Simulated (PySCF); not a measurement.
Delta-SCF ions had no search for a lower state. Excitations are Tamm–Dancoff values on a coarser integration grid. The basis has no diffuse functions, so Rydberg states are missing or too high.

Cartesian coordinates (Å):
SMILES: NCN
```xyz
9

N     -1.2468    -0.0510     0.2160
C      0.0010     0.5771    -0.2057
N      1.2465    -0.1798    -0.1338
H     -1.4305    -0.8842    -0.3337
H     -1.1893    -0.3428     1.1865
H      0.1320     1.4809     0.3951
H     -0.1280     0.8974    -1.2429
H      1.4282    -0.4781     0.8193
H      1.1870    -1.0195    -0.7009
```
Charge 0, multiplicity 1.

Problem. What S1–T1 gap (TDA), vertical ionisation energy (Delta-SCF) and S1 oscillator strength does PySCF with r2SCAN-D4/def2-TZVP give?

Solution. 
S1–T1 gap (TDA): 0.42 eV
vertical ionisation energy (Delta-SCF): 8.80 eV
S1 oscillator strength: 0.048
